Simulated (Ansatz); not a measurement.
**H7Si4+: where a starting geometry ends**

The starting geometry of this gas-phase singlet was optimised with GFN2-xTB.

```xyz
11

Si   -2.6387    1.4906   -1.5075
Si   -0.4392    1.3909   -0.8367
Si    1.1989    3.1250   -1.0305
Si    0.7328   -0.5480   -0.0645
H    -3.1307    1.9187   -0.1518
H     0.5214    4.4116   -0.8876
H     1.7439    2.9685   -2.3776
H     2.2333    2.9660   -0.0073
H     1.1991   -1.2075   -1.2826
H    -0.2125   -1.3948    0.6590
H     1.8481   -0.1591    0.7982
```

Question: Predict what becomes of its bonds when it is optimised with B3LYP-D3(BJ)/def2-SVP.

Answer: A new bond forms, giving a structure with H5 bridging Si1 and Si2, given below by its coordinates. Distances that change by over a tenth: Si1–H5 (1.50 → 1.72 Å). Contacts that close: Si2–H5 (2.83 → 1.77 Å).

The energy falls by 0.44 eV over 17 steps:

```json
{"step": "1", "E − E(last) (eV)": "0.440"}
{"step": "3", "E − E(last) (eV)": "0.293"}
{"step": "5", "E − E(last) (eV)": "0.279"}
{"step": "6", "E − E(last) (eV)": "0.274"}
{"step": "8", "E − E(last) (eV)": "0.242"}
{"step": "10", "E − E(last) (eV)": "0.129"}
{"step": "12", "E − E(last) (eV)": "0.021"}
{"step": "13", "E − E(last) (eV)": "0.003"}
{"step": "15", "E − E(last) (eV)": "0.000"}
{"step": "17", "E − E(last) (eV)": "0.000"}
```

Final geometry (Å):

```tsv
atom	x (Å)	y (Å)	z (Å)
Si	-2.5762	1.5806	-1.1781
Si	-0.3369	1.3408	-0.9706
Si	1.0479	3.2912	-1.1542
Si	0.5405	-0.7136	-0.0969
H	-1.5726	1.8103	0.2001
H	0.1561	4.4477	-1.4131
H	1.9264	2.9663	-2.3068
H	1.7783	3.3863	0.1341
H	1.3930	-1.2084	-1.2077
H	-0.6115	-1.6025	0.1905
H	1.3117	-0.3368	1.1138
```

Frequencies at the end are all real (lowest 26 cm⁻¹). Run with Ansatz 0.2.0, 31 s on 2 threads of Intel(R) Xeon(R) Platinum 8375C CPU @ 2.90GHz (Ice Lake) (shared host).
